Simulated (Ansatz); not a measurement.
ClGeH6NSi can be A, `N[SiH2][GeH2][Cl]`, or B, `Cl[SiH2][NH][GeH3]`.

Calculated with Ansatz (gas phase, PBE0-D4/def2-TZVP geometries, no zero-point term in ΔE). CCSD(T)/CBS is the MP2 limit (def2-TZVPP, def2-QZVPP) plus CCSD(T) − MP2 in def2-TZVPP, frozen cores. DFT in def2-TZVPP. B3LYP here is the variant with VWN-RPA as its local correlation; programs differ in this. For Ge outer-core shells are correlated without core-valence functions, which leaves a few kJ/mol of doubt a bond. Scalar relativity is left out up to krypton. Each species was taken in one conformer, which may not be the lowest.

Q: Which isomer does CCSD(T)/CBS put lower? Give the gap. (An estimate is asked.)

A: Computed: B, by 9.0 kcal/mol.

Q: Give E(B) − E(A) in kcal/mol with PBE0-D4, ωB97M-V, CCSD/def2-TZVPP, B3LYP, r2SCAN-D4, BLYP-D4, LDA (SPW92). (An estimate is asked.)

A: Computed: PBE0-D4 -5.6, ωB97M-V -8.4, CCSD/def2-TZVPP -9.5, B3LYP -6.4, r2SCAN-D4 -6.8, BLYP-D4 -5.9, LDA (SPW92) -5.7. None reverses the order clearly.

Q: Does the order hold for the free energy at 298.15 K (harmonic terms from PBE0-D4)? (An estimate is asked.)

A: Ansatz gave: Yes: G(B) − G(A) = -10.0 kcal/mol, for one conformer each. Modes under 60 cm⁻¹, often nearly free rotors, make the harmonic entropy too high.

Largest T1 diagnostic: 0.011.

Leaving LDA and LC-ωPBE aside and taking each functional with its dispersion term where it has one, the values, not all of them listed here, spread over 4.2 kcal/mol, from CAM-B3LYP-D4 to PBE-D4. LDA lies −1.7 kcal/mol from PBE without D4. From BLYP to BHLYP (50 % exact exchange), in def2-TZVPP and without D4, E(B) − E(A) moves by −3.0 kcal/mol.
